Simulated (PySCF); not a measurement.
AlHF2, SMILES [AlH]([F])[F].

Geometry optimised at B3LYP-D3(BJ)/def2-TZVP.

Method: PBE0/def2-TZVPD run with PySCF.

Symmetry labels are those of the subgroup C2v that the program uses (full group C2v).

List the valence orbital energies around the gap with their symmetry. (The exact figures need the calculation; the answer reports its results.)


```json
[
 {"orbital": "HOMO−7", "symmetry": "B2", "energy (eV)": "-32.29"},
 {"orbital": "HOMO−6", "symmetry": "A1", "energy (eV)": "-13.89"},
 {"orbital": "HOMO−5", "symmetry": "B2", "energy (eV)": "-12.82"},
 {"orbital": "HOMO−4", "symmetry": "A1", "energy (eV)": "-12.29"},
 {"orbital": "HOMO−3", "symmetry": "B1", "energy (eV)": "-12.16"},
 {"orbital": "HOMO−2", "symmetry": "A2", "energy (eV)": "-11.81"},
 {"orbital": "HOMO−1", "symmetry": "B2", "energy (eV)": "-11.58"},
 {"orbital": "HOMO", "symmetry": "A1", "energy (eV)": "-10.19"},
 {"orbital": "LUMO", "symmetry": "B1", "energy (eV)": "-0.96"},
 {"orbital": "LUMO+1", "symmetry": "A1", "energy (eV)": "-0.78"},
 {"orbital": "LUMO+2", "symmetry": "B2", "energy (eV)": "0.60"},
 {"orbital": "LUMO+3", "symmetry": "A1", "energy (eV)": "0.88"}
]
```
